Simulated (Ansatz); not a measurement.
Basis-set series for BClH₆Si₂, SMILES `B[SiH2][SiH2]Cl`. The species carries charge 0 and has multiplicity 1. The structure was optimised at the PBE0-D4/def2-TZVP level. It is one conformer, not always the lowest.

Z-matrix (Å, degrees):
```
B
Cl 1 2.279
Si 1 2.030 2 93.9
H 1 1.195 2 98.6 3 121.6
H 1 1.196 2 98.0 3 -118.0
Si 2 2.142 1 86.0 3 13.8
H 3 1.489 1 117.9 2 98.4
H 3 1.488 1 118.5 2 -127.0
H 6 1.485 2 105.1 1 108.0
H 6 1.485 2 105.6 1 -137.3
```

| functional | basis | functions | energy (Eh) | HOMO (eV) | LUMO (eV) |
| --- | --- | --- | --- | --- | --- |
| PBE0-D4 | def2-TZVPP | 241 | -1067.25690 | -7.64 | -1.31 |
| PBE0-D4 | def2-QZVPP | 447 | -1067.29138 | -7.64 | -1.37 |
| ωB97M-V | def2-TZVPP | 241 | -1067.58777 | -9.69 | 0.48 |
| ωB97M-V | def2-QZVPP | 447 | -1067.62021 | -9.70 | 0.33 |

Task: Give the rows for def2-SVP. (An estimate is asked.)

Result: The calculation gave: 
```csv
functional,basis,functions,energy (Eh),HOMO (eV),LUMO (eV)
PBE0-D4,def2-SVP,98,-1066.86554,-7.67,-1.18
ωB97M-V,def2-SVP,98,-1067.19404,-9.69,0.77
```

Positive LUMOs are unbound and depend on the basis.

Computed with Ansatz.
